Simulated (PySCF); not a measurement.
Consider dibromomethane, `BrCBr` (CH2Br2). Numbering: `[Br:1][CH2:2][Br:3]`

These are calculated values, ωB97X-D3(BJ)/ma-def2-TZVP in PySCF (grid level 2) at geometries from PBE0-D3(BJ)/ma-def2-SVP. The prefix ma- adds one diffuse s and one diffuse p function on all atoms but H. Thermal corrections: PBE0-D3(BJ)/ma-def2-SVP frequencies, unscaled, ideal gas at 298.15 K and 1 bar, quasi-RRHO entropy.

Problem. What are the vertical and the adiabatic ionisation energy for forming the radical cation?

Solution. 10.76 eV vertical and 10.75 eV adiabatic, the latter with zero-point energy.

Problem. Where does the unpaired spin of the relaxed radical cation sit?

Solution. Br1 (bromine) 0.44, Br3 (bromine) 0.43 (intrinsic atomic orbital populations).

Problem. What oxidation potential follows in DMF (IEF-PCM), given that Fc+/Fc comes at 4.54 V absolute with this functional and basis?

Solution. In the gas phase ΔG of oxidation is 10.732 eV, and solvation is -13.8 kJ/mol for the parent and -252.1 kJ/mol for the product, so the absolute potential is 8.26 V, or 3.72 V against Fc+/Fc. Fc+/Fc in DMF, 4.54 V, is ωB97X-D3(BJ)/ma-def2-TZVP on PBE0-D3(BJ)/def2-SVP structures with GFN2-xTB thermal terms. Benchmark calculations put it near 5.0 V in acetonitrile and DMSO, so it is about 0.5 V low, and the value against it can read up to that much too high. The solvent is electrostatics only, on gas-phase structures; the absolute scale refers to an electron at rest in vacuum.

Problem. How far is −ε(HOMO) from the vertical value by ΔSCF?

Solution. −ε(HOMO) = 10.61 eV, which is 0.15 eV below the ΔSCF value.

Note: spin-orbit coupling is left out of the energies, which matters for open shells on the heavier atoms; atoms from Ga to Kr are treated without relativity; the relaxed radical cation lies 0.06 eV above the vertical state at this level, which can't hold for one state at its own minimum: the two belong to different states, or the structure misses this level's minimum, so vertical and adiabatic values aren't comparable; the value from this structure is no true adiabatic energy.
